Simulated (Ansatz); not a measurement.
Born–Oppenheimer molecular dynamics of AsH5Si (7 atoms, charge 0, multiplicity 1). It starts from a relaxed structure.

All numbers below come from RKS B3LYP-D4/def2-SVP (Ansatz 0.2.0).

| Property | Result |
| --- | --- |
| ensemble | NVE (velocity Verlet) |
| time step | 0.5 fs |
| steps asked | 300 |
| starting velocities drawn for | 1000 K |
| seed | 301398 |

First frame:

```xyz
7
Properties=species:S:1:pos:R:3
Si -0.589 -0.494 -0.421
As 0.958 0.239 1.248
H -1.936 -0.604 0.209
H -0.165 -1.844 -0.889
H -0.670 0.426 -1.591
H 0.426 1.674 1.194
H 2.036 0.535 0.203
```

Task: How far do the bonds stretch over the last three quarters of this one trajectory? (Pairs bonded in most of those frames.)

Result: 
```tsv
bond	mean (Å)	spread (Å)	shortest	longest
Si1–As2	2.411	0.020	2.38	2.44
Si1–H3	1.514	0.086	1.38	1.64
Si1–H4	1.495	0.029	1.45	1.54
Si1–H5	1.496	0.018	1.47	1.53
As2–H6	1.536	0.027	1.49	1.58
As2–H7	1.534	0.033	1.48	1.58
```

Mean temperature of the second half: 507 K. The conserved energy stayed within 0.36 meV per atom of its start (net change 0.26 meV per atom), so the integration is sound. The temperature averaged 0.51 of the 1000 K drawn at the start: a run that starts near a minimum puts about half its kinetic energy into the potential. A run of 0.15 ps of so small a system gives no equilibrium averages.

Run time: 11 min on 1 thread of Arm Neoverse V1 (shared host), peak memory 0.16 GiB.
